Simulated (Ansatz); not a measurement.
`[NH2][GeH]([F])[SiH3]`, charge 0, multiplicity 1.

Q: Give a relaxed structure at PBE0-D4/def2-TZVP (the Gaussian-basis code of Ansatz). (An estimate is asked.)

A: The calculation gave: 
Cartesian coordinates in Å:
```
N -0.720 -1.511 0.828
Ge -0.150 0.215 0.809
F -1.513 1.323 0.938
Si 0.882 0.716 -1.280
H -1.125 -1.837 1.694
H -1.300 -1.798 0.053
H 0.654 0.448 2.098
H -0.002 0.238 -2.376
H 2.193 0.024 -1.366
H 1.081 2.182 -1.399
```
This is one stationary point; other conformers may exist.
